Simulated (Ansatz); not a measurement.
Correlation energies of C₂H₃BClFS, SMILES `FC1(Cl)CB1S` by basis set

```xyz
9

F    -0.002    0.372    1.980
C    -0.466    0.045    0.749
Cl   -2.025   -0.752    0.841
C    -0.285    1.059   -0.356
B     0.451   -0.292   -0.440
S     1.548   -1.327   -1.309
H    -1.137    1.324   -0.973
H     0.331    1.911   -0.069
H     1.585   -2.340   -0.422
```

Charge 0, multiplicity 1. The structure was optimised at the PBE0-D4/def2-TZVP level. It is one conformer, not always the lowest. Frozen core, restricted reference, the Gaussian-basis code of Ansatz. CBS rows extrapolate triple and quadruple zeta; past MP2 they add the triple-zeta difference.

| basis | HF (Eh) | MP2 corr. |
| --- | --- | --- |
| def2-TZVPP | -1058.70574 | -1.02884 |
| def2-QZVPP | -1058.73794 | -1.11512 |

(1) Estimate the CCSD correlation energy and the (T) correction in each basis where they were run (hartree).

Results:

(1) 
| basis | CCSD corr. | (T) |
| --- | --- | --- |
| def2-TZVPP | -1.07588 | -0.04748 |
| CBS(def2) | -1.22608 | as TZ |
